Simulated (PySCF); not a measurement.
Cl₅Nb, singlet, at a GFN2-xTB geometry (such geometries of metal compounds can be far from the true shape) (core potentials on Nb); DF-M062X/def2-SVP run with PySCF.

The PySCF input:
```python
from pyscf import gto, scf, dft

mol = gto.Mole()
mol.atom = '''
    Nb    0.000000    0.000000    0.000000
    Cl    1.857890   -0.395840   -1.218984
    Cl    0.992610   -0.983746    1.832318
    Cl   -0.992610    0.983746   -1.832318
    Cl   -1.652178   -1.536142    0.070291
    Cl   -0.205712    1.931982    1.148693
'''
mol.basis = 'def2-svp'
mol.ecp = {'Nb': 'def2-svp'}
mol.charge = 0
mol.spin = 0
mol.verbose = 4
mol.build()

mf = dft.RKS(mol)
mf.xc = 'm062x'
mf.DIIS = scf.EDIIS
mf = mf.density_fit(auxbasis='def2-universal-jkfit')
mf.kernel()
```

What the program printed (banner, timings and long lists left out):

```
PySCF version 2.14.0

[INPUT] verbose = 4
[INPUT] num. atoms = 6
[INPUT] num. electrons = 98
[INPUT] charge = 0
[INPUT] spin (= nelec alpha-beta = 2S) = 0
[INPUT] symmetry False subgroup None
[INPUT] Mole.unit = angstrom
[INPUT] Symbol           X                Y                Z      unit          X                Y                Z       unit  Magmom
[...]
nuclear repulsion = 691.949560460468
number of shells = 51
number of NR pGTOs = 237
number of NR cGTOs = 121
basis = def2-svp
ecp = {'Nb': 'def2-svp'}

******** <class 'pyscf.df.df_jk.DFRKS'> ********
method = DFRKS
initial guess = minao
damping factor = 0
level_shift factor = 0
DIIS = <class 'pyscf.scf.diis.EDIIS'>
diis_start_cycle = 1
diis_space = 8
diis_damp = 0
SCF conv_tol = 1e-09
SCF conv_tol_grad = None
SCF max_cycles = 50
direct_scf = False
XC library pyscf.dft.libxc version 7.1.2
    S. Lehtola, C. Steigemann, M. J. T. Oliveira, and M. A. L. Marques,  SoftwareX 7, 1–5 (2018)
XC functionals = m062x
    Y. Zhao and D. G. Truhlar,  Theor. Chem. Acc. 120, 215 (2008)
    Y. Zhao and D. G. Truhlar,  Theor. Chem. Acc. 120, 215 (2008)
radial grids:
    Treutler-Ahlrichs [JCP 102, 346 (1995); DOI:10.1063/1.469408] (M4) radial grids

becke partition: Becke, JCP 88, 2547 (1988); DOI:10.1063/1.454033
pruning grids: <function nwchem_prune>
grids dens level: 3
symmetrized grids: False
atomic radii adjust function: <function treutler_atomic_radii_adjust>
small_rho_cutoff = 0
Set gradient conv threshold to 3.16228e-05
Initial guess from minao.
tot grids = 116840
******** <class 'pyscf.df.df.DF'> ********
auxbasis = def2-universal-jkfit
init E= -2350.70103966398
[...]
cycle= 1 E= -2356.18734025149  delta_E= -5.49  |g|= 2.23  |ddm|= 4.63
[...]
cycle= 2 E= -2355.35563495415  delta_E= 0.832  |g|= 2.54  |ddm|= 4.81
[...]
cycle= 3 E= -2357.33604585564  delta_E= -1.98  |g|= 0.27  |ddm|= 3.45
[...]
cycle= 4 E= -2357.33604587045  delta_E= -1.48e-08  |g|= 0.27  |ddm|= 1.18e-07
[...]
cycle= 5 E= -2357.33604588147  delta_E= -1.1e-08  |g|= 0.27  |ddm|= 8.76e-08
[...]
cycle= 6 E= -2357.3360457773  delta_E= 1.04e-07  |g|= 0.27  |ddm|= 8.28e-07
[...]
cycle= 7 E= -2357.33604585195  delta_E= -7.47e-08  |g|= 0.27  |ddm|= 5.93e-07
[...]
cycle= 8 E= -2357.33604568977  delta_E= 1.62e-07  |g|= 0.27  |ddm|= 1.29e-06
[...]
cycle= 9 E= -2357.33604585543  delta_E= -1.66e-07  |g|= 0.27  |ddm|= 1.32e-06
[...]
cycle= 10 E= -2356.18427517281  delta_E= 1.15  |g|= 2.25  |ddm|= 1.66
[...]
[...]
[...]
cycle= 22 E= -2357.23566559338  delta_E= 2.43e-07  |g|= 0.648  |ddm|= 7.27e-07
[...]
cycle= 23 E= -2357.23566556669  delta_E= 2.67e-08  |g|= 0.648  |ddm|= 7.97e-08
[...]
cycle= 24 E= -2357.23566559193  delta_E= -2.52e-08  |g|= 0.648  |ddm|= 7.54e-08
[...]
cycle= 25 E= -2357.23566559318  delta_E= -1.25e-09  |g|= 0.648  |ddm|= 3.74e-09
[...]
cycle= 26 E= -2357.23566559182  delta_E= 1.36e-09  |g|= 0.648  |ddm|= 4.07e-09
[...]
cycle= 27 E= -2357.23566555308  delta_E= 3.87e-08  |g|= 0.648  |ddm|= 1.16e-07
[...]
cycle= 28 E= -2356.27032244666  delta_E= 0.965  |g|= 2.17  |ddm|=  2.4
[...]
cycle= 29 E= -2357.14609604227  delta_E= -0.876  |g|= 0.844  |ddm|= 2.61
[...]
cycle= 30 E= -2357.19316019869  delta_E= -0.0471  |g|= 0.748  |ddm|= 0.114
[...]
cycle= 31 E= -2357.19316019873  delta_E= -4.14e-11  |g|= 0.748  |ddm|= 1.32e-10
[...]
cycle= 32 E= -2357.19316019768  delta_E= 1.04e-09  |g|= 0.748  |ddm|= 2.77e-09
[...]
cycle= 33 E= -2357.19316019814  delta_E= -4.54e-10  |g|= 0.748  |ddm|= 1.23e-09
[...]
cycle= 34 E= -2357.19316019787  delta_E= 2.69e-10  |g|= 0.748  |ddm|= 7.25e-10
[...]
cycle= 35 E= -2357.19316019991  delta_E= -2.04e-09  |g|= 0.748  |ddm|= 5.36e-09
[...]
cycle= 36 E= -2357.19316019703  delta_E= 2.89e-09  |g|= 0.748  |ddm|= 7.58e-09
[...]
cycle= 37 E= -2355.75547914894  delta_E= 1.44  |g|= 2.65  |ddm|= 2.84
[...]
cycle= 38 E= -2357.04841713483  delta_E= -1.29  |g|= 1.01  |ddm|= 3.14
[...]
cycle= 39 E= -2357.11854397287  delta_E= -0.0701  |g|= 0.894  |ddm|= 0.146
[...]
cycle= 40 E= -2357.11854397432  delta_E= -1.44e-09  |g|= 0.894  |ddm|= 3.24e-09
[...]
cycle= 41 E= -2357.11854397457  delta_E= -2.46e-10  |g|= 0.894  |ddm|= 5.63e-10
[...]
cycle= 42 E= -2357.11854399744  delta_E= -2.29e-08  |g|= 0.894  |ddm|= 5.15e-08
[...]
cycle= 43 E= -2357.11854397432  delta_E= 2.31e-08  |g|= 0.894  |ddm|= 5.21e-08
[...]
cycle= 44 E= -2357.11854398746  delta_E= -1.31e-08  |g|= 0.894  |ddm|= 2.96e-08
[...]
cycle= 45 E= -2357.11854397681  delta_E= 1.07e-08  |g|= 0.894  |ddm|= 2.4e-08
[...]
cycle= 46 E= -2354.71507796086  delta_E=  2.4  |g|= 3.39  |ddm|= 3.55
[...]
cycle= 47 E= -2356.8614690246  delta_E= -2.15  |g|= 1.26  |ddm|= 3.97
[...]
cycle= 48 E= -2356.97105482258  delta_E= -0.11  |g|= 1.12  |ddm|= 0.192
[...]
cycle= 49 E= -2356.97105482534  delta_E= -2.76e-09  |g|= 1.12  |ddm|= 5.18e-09
[...]
cycle= 50 E= -2356.97105465977  delta_E= 1.66e-07  |g|= 1.12  |ddm|= 3.11e-07
SCF not converged.
SCF energy = -2356.97105465977
```

Convergence was not reached.
